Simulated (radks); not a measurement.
Values are calculated unless marked as measured or tabulated.
Rh I, configuration [Ar] 3d10 4s2 4p5 4d9 5s1 (not the ground configuration). Code: a radial shooting solver on a logarithmic mesh with Libxc functionals. Model: Dirac Kohn-Sham, BP86, spin-unpolarised, spherical densities, finite nucleus; open shells fill j = l - 1/2 first; Fermi nuclear charge, rms radius 4.4945 fm.

X-ray form factor f0, the Fourier transform of the density (f0(0) = 45):

sin(theta)/lambda (1/angstrom),f0 (electrons)
0.05,44.101
0.1,41.822
0.15,38.929
0.2,35.949
0.25,33.130
0.3,30.571
0.4,26.343
0.5,23.193
0.6,20.832
0.8,17.334
1,14.435
1.25,11.295
1.5,8.902
2,6.283
